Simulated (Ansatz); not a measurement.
Gas-phase electronic energies from Ansatz, PBE0-D4/def2-TZVP geometries. CCSD(T)/CBS is the MP2 limit (def2-TZVPP, def2-QZVPP) plus CCSD(T) − MP2 in def2-TZVPP, frozen cores. This one scheme is used for every species. Open shells (•) are unrestricted, without spin–orbit coupling. def2 core potentials past Kr. For In outer-core shells are correlated without core-valence functions, which leaves a few kJ/mol of doubt a bond.

Reaction (hydrogen abstraction from a C–H bond): `[CH3][InH][CH3]` + `[SiH3]`• → `[CH2][InH][CH3]`• + SiH₄

| species | CCSD(T)/def2-TZVPP energy (Eh) |
| --- | --- |
| `[CH3][InH][CH3]` | -269.73788 |
| `[SiH3]`• | -290.78384 |
| `[CH2][InH][CH3]`• | -269.07025 |
| SiH₄ | -291.43564 |

(1) Work out ΔE.

Largest T1 diagnostic among the species: 0.015.

## Answers

(1) ΔE = (-269.07025) + (-291.43564) − (-269.73788) − (-290.78384) = 0.01583 Eh = +9.9 kcal/mol. CCSD(T)/CBS gives +9.9 kcal/mol.

In def2-TZVPP, CCSD(T) changes the Hartree–Fock value by +7.0 kcal/mol (the triples alone add +0.9 kcal/mol) and MP2 by +9.8 kcal/mol. From BLYP to BHLYP (50 % exact exchange), in def2-TZVPP and without D4, ΔE moves by −2.7 kcal/mol.
